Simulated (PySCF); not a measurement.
**Electric field gradients and quadrupole coupling constants**

Species: C₄H₈F₂O.
Structure used (GFN2-xTB), in Å, numbered top down from 1:
```
atom  x, y, z in Å
C1     2.0263   -0.2764    0.1262
O2     0.7357   -0.8623    0.1974
C3    -0.3152   -0.1229   -0.3057
C4    -1.5756   -0.9703   -0.2230
F5    -0.0570    0.1496   -1.6526
C6    -0.4751    1.2379    0.4034
F7    -1.7343    1.7401    0.2322
H8     2.7195   -1.0770    0.3739
H9     2.2370    0.0893   -0.8811
H10    2.1383    0.5389    0.8468
H11   -2.3990   -0.4462   -0.6990
H12   -1.8109   -1.1604    0.8192
H13   -1.3961   -1.9132   -0.7312
H14   -0.3197    1.1058    1.4790
H15    0.2218    1.9750   -0.0073
```

Field gradients from the PBE0/pcSseg-1 density (PySCF, non-relativistic), principal values in atomic units, ordered |Vxx| ≤ |Vyy| ≤ |Vzz|:

```csv
atom,Vxx,Vyy,Vzz
O2,-0.1211,-1.8798,2.0009
```

Question: Find the asymmetry η = (Vxx − Vyy)/Vzz and the couplings χ = eQV/h (234.96 MHz × Q in barn × V in au), with Q(17O) = −0.0256 b.

Answer: 
```tsv
atom	environment	nucleus	η	χzz (MHz)	χxx (MHz)	χyy (MHz)
O2	ether oxygen	17O	0.88	-12.04	0.73	11.31
```

Question: What is Vzz at O2 in SI units (1 au = 9.71736 × 10²¹ V/m²)?

Answer: 2.0009 au = 19.444 × 10²¹ V/m².

Question: And the gradient at the other heavy atoms, for which no coupling is worked out here?

Answer: 
```json
{"atom": "C1", "environment": "methoxy carbon", "Vzz (au)": "0.427", "η": "0.11"}
{"atom": "C3", "environment": "sp3 C–F carbon", "Vzz (au)": "0.456", "η": "0.88"}
{"atom": "C4", "environment": "methyl carbon", "Vzz (au)": "0.111", "η": "0.30"}
{"atom": "F5", "environment": "alkyl fluorine", "Vzz (au)": "2.845", "η": "0.07"}
{"atom": "C6", "environment": "sp3 C–F carbon", "Vzz (au)": "0.520", "η": "0.17"}
{"atom": "F7", "environment": "alkyl fluorine", "Vzz (au)": "3.122", "η": "0.06"}
```

Question: What couplings would deuterons (Q(2H) = 0.00286 b) have in place of the hydrogens, at this geometry?

Answer: 
```
atom  bonded to  bond length (Å)  Vzz (au)     η  χzz (kHz)
  H8         C1            1.088    0.3068  0.07        206
  H9         C1            1.092    0.2938  0.07        197
 H10         C1            1.094    0.2952  0.09        198
 H11         C4            1.086    0.3127  0.03        210
 H12         C4            1.085    0.3169  0.05        213
 H13         C4            1.086    0.3153  0.03        212
 H14         C6            1.095    0.2862  0.08        192
 H15         C6            1.094    0.2878  0.09        193
```

One conformer (not necessarily the lowest) at the GFN2-xTB geometry, without solvent, vibrations or thermal averaging. GFN2-xTB bond lengths can be off by several hundredths of an ångström, more for odd bonds, and the gradients follow them. These gradients aren't converged with respect to the basis.
